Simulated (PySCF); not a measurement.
C7H11S (doublet state).
Z-matrix (Å and degrees, GFN2-xTB geometry), rows numbered from 1:
```
C 
C   1  1.5237
C   2  1.5102  1  111.62
C   3  1.5446  2  121.77  1  -170.30
C   4  1.5150  3   80.81  2   159.70
C   5  1.4694  4  109.23  3    77.72
S   3  1.8537  2  115.03  1    65.16
C   5  1.5151  4   90.49  3   -32.98
H   1  1.0874  2  110.04  3   -57.56
H   1  1.0875  2  110.48  3    62.48
H   1  1.0868  2  110.26  3  -177.45
H   2  1.0937  1  110.01  3  -120.69
H   2  1.0927  1  110.05  3   120.28
H   4  1.0871  3  112.06  2    47.07
H   4  1.0873  3  118.14  2   -83.67
H   6  1.0867  5  115.22  4  -163.13
H   6  1.0868  5  115.08  4    65.70
H   8  1.0870  3  111.98  2   -46.80
H   8  1.0871  3  118.19  2    84.08
```

The hyperfine couplings belong to this conformer and change with its torsions.

Identity: `CCC12C[C](CS1)C2` [radical].

Method: PySCF 2.14.0, UKS B3LYP, pcH-1 on C H S, non-relativistic, mean-field spin-orbit, GIAO. Isolated species at its GFN2-xTB geometry (one conformer only). A GFN2-xTB geometry isn't a minimum of the functional, and hyperfine couplings can be far from their values at a DFT geometry. No stability test was run, so a lower SCF solution isn't excluded.

Principal values of hyperfine tensors in MHz (contact, dipolar and spin–orbit terms together), for some of the nuclei:

| atom | isotope | A1 | A2 | A3 |
| --- | --- | --- | --- | --- |
| C5 | 13C | 194.10 | 195.16 | 403.02 |
| C6 | 13C | 20.55 | 27.81 | 35.20 |
| H14 | 1H | 14.74 | 15.64 | 29.91 |
| H18 | 1H | 14.70 | 15.61 | 29.84 |
| C2 | 13C | 13.30 | 13.76 | 22.80 |
| H17 | 1H | 5.34 | 7.58 | 20.54 |
| H16 | 1H | 4.92 | 7.15 | 20.06 |
| H11 | 1H | 3.03 | 3.23 | 5.08 |

Problem. Give the isotropic coupling of each nucleus in MHz and in mT (g = 2.0044), and the anisotropic part.

Solution. a_iso is a third of the trace, T = A − a_iso, and a(mT) = a(MHz)/(g × 13.996). The tensors hold a spin–orbit part: the run splits a_iso into a_FC + a_SO, and T includes its anisotropic share.

```json
{"atom": "C5", "a_iso (MHz)": "264.09", "a_FC": "264.18", "a_SO": "-0.09", "a_iso (mT)": "9.414", "T1": "-69.99", "T2": "-68.93", "T3": "138.92"}
{"atom": "C6", "a_iso (MHz)": "27.85", "a_FC": "27.86", "a_SO": "-0.01", "a_iso (mT)": "0.993", "T1": "-7.30", "T2": "-0.04", "T3": "7.34"}
{"atom": "H14", "a_iso (MHz)": "20.10", "a_FC": "20.09", "a_SO": "0.01", "a_iso (mT)": "0.716", "T1": "-5.35", "T2": "-4.46", "T3": "9.81"}
{"atom": "H18", "a_iso (MHz)": "20.05", "a_FC": "20.04", "a_SO": "0.01", "a_iso (mT)": "0.715", "T1": "-5.35", "T2": "-4.44", "T3": "9.79"}
{"atom": "C2", "a_iso (MHz)": "16.62", "a_FC": "16.63", "a_SO": "-0.01", "a_iso (mT)": "0.592", "T1": "-3.32", "T2": "-2.86", "T3": "6.18"}
{"atom": "H17", "a_iso (MHz)": "11.15", "a_FC": "11.16", "a_SO": "-0.01", "a_iso (mT)": "0.397", "T1": "-5.81", "T2": "-3.57", "T3": "9.39"}
{"atom": "H16", "a_iso (MHz)": "10.71", "a_FC": "10.71", "a_SO": "-0.01", "a_iso (mT)": "0.382", "T1": "-5.79", "T2": "-3.56", "T3": "9.36"}
{"atom": "H11", "a_iso (MHz)": "3.78", "a_FC": "3.78", "a_SO": "0.00", "a_iso (mT)": "0.135", "T1": "-0.76", "T2": "-0.55", "T3": "1.30"}
```

Problem. What spin density at the nucleus of C6 lies behind its contact coupling (g_N = 1.40482)?

Solution. a_FC = (2μ0/3) gₑ μB g_N μN ρ(0)/(2S·h) = 800.24 MHz × g_N × ρ(0)/(2S), with ρ in bohr⁻³. With a_FC = 27.86 MHz and 2S = 1, ρ(0) = 0.02478 bohr⁻³.

Problem. C3 (13C, g_N = 1.40482) isn't in the table. Its spin density at the nucleus is 0.08517 bohr⁻³. What is its contact coupling?

Solution. By the same relation, a_FC = 95.7 MHz. The spin–orbit term adds -0.11 MHz. Its full tensor has the principal values 91.83, 91.90, 103.17 MHz.

Problem. Which nucleus of the table has the largest anisotropic coupling, and what is its form?

Solution. C5: -70.0, -68.9, 138.9 MHz, axial, in the ratio −1:−1:+2, the form that spin in one p orbital centred on that nucleus gives.

Problem. What first-order splitting does C5 cause when the field lies along A1, A2 or A3 of its tensor (g taken as isotropic, no quadrupole term)?

Solution. 2 lines (I = 1/2), spaced by |A_i|/(g × 13.996): 6.92, 6.96, 14.37 mT along the axes of A1, A2 and A3.

Hardware: one thread, Arm Neoverse V1 (aarch64), shared host with 64 logical CPUs at a one-minute load of 41. Cost: 2.4 min wall (grids of density and orbitals included), 0.99 GiB resident at most.
